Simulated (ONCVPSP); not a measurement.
## PBEsol ONCV dataset for Lu, scalar-relativistic all-electron reference.

```json
{
  "Element": "Lu (Z = 71)",
  "Generator": "ONCVPSP 4.0.1",
  "Type": "optimised norm-conserving Vanderbilt (ONCV)",
  "Functional": "PBEsol",
  "Relativity": "scalar-relativistic",
  "Frozen core": "[Kr] 4d10",
  "Valence charge": "25",
  "Reference configuration": "4f14 5s2 5p6 5d1 6s1.5 (charge +0.5)",
  "Partial waves": "5s+6s: rc 1.85 bohr, ncon 4, nbas 8, qcut 8.5 1/bohr, 2 projectors; 5p: rc 2.05 bohr, ncon 4, nbas 7, qcut 6.1 1/bohr, 2 projectors, debl 1 Ha; 5d: rc 2.70 bohr, ncon 3, nbas 7, qcut 6.3 1/bohr, 2 projectors, debl 2.5 Ha; 4f: rc 1.05 bohr, ncon 5, nbas 10, qcut 17 1/bohr, local",
  "Local potential": "the f channel",
  "Core correction": "Teter function, fcfact 5.75, rcfact 1.3"
}
```

In the p channel the program set the typed energies aside and used -1.281, 0.250 Ha.

All-electron outer shells of the reference configuration (PBEsol, scalar-relativistic, ld1.x):

| shell | level (eV) | outermost node (bohr) | outermost maximum (bohr) |
| --- | --- | --- | --- |
| 4d | -194.95 | 0.23 | 0.48 |
| 5s | -64.27 | 0.57 | 1.04 |
| 5p | -34.87 | 0.61 | 1.19 |
| 4f | -12.84 | – | 0.47 |
| 6s | -7.36 | 1.41 | 3.00 |
| 5d | -4.69 | 0.68 | 1.82 |

**Question.** Estimate the cutoffs (Ha) at which the residual kinetic energy of the hardest occupied pseudo-wave falls to 1 and 0.1 mHa per electron.

**Answer.** 128 Ha and 140 Ha.

**Question.** What does a ghost test show?

**Answer.** Ghosts flagged at negative energy: s at -765.8 eV, p at -244.4 eV; GHOST(+) flagged for s at 249.8 eV. A true bound ghost makes a file unfit for plane-wave use.

**Question.** Which valence shell sets the plane-wave cutoff?

**Answer.** 4f: 128 Ha for 1 mHa per electron, against 21 Ha for 5s.

**Question.** Tests: 4f14 5s2 5p6 5d1 6s2; 4f14 5s2 5p6 5d1 6s1; 4f14 5s2 5p6 5d1 6s0; 4f13 5s2 5p6 5d2 6s1. Which has the largest error in its energy relative to the reference configuration, and how large is it?

**Answer.** 4f13 5s2 5p6 5d2 6s1, with -119 meV (all-electron minus pseudo) on +15.81 eV.
